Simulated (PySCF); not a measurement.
## Te⁺: ionisation energy

Te⁺ [Kr] 4d10 5s2 5p3 (4S) → Te²⁺ [Kr] 4d10 5s2 5p2 (3P), as a difference of total energies. Calculation: PySCF 2.14, in x2c-TZVPPall with one added diffuse shell each of s, p, d, f type (9s7p5d3f, 76 functions); the spin-free X2C one-electron Hamiltonian (Gaussian nucleus). Correlated levels: valence: [Kr] 4d10 frozen. The calculations carry no spin-orbit coupling.

```
           method  ionisation energy (eV)
              UHF                  18.350
    MP2 (valence)                  18.748
SCS-MP2 (valence)                  18.628
   CCSD (valence)                  18.735
CCSD(T) (valence)                  18.759
```

Question: How much does correlation contribute at CCSD(T) (valence)?

Answer: 18.759 − (18.350) = 0.409 eV, measured against UHF.

The reference lies between the lowest fine-structure levels, while these numbers refer to the centres of the terms.

Errors of the correlated levels include the incompleteness of this basis and the frozen core.

For comparison: 18.6 ± 0.4 eV (measured; NIST Atomic Spectra Database, ionization energies).
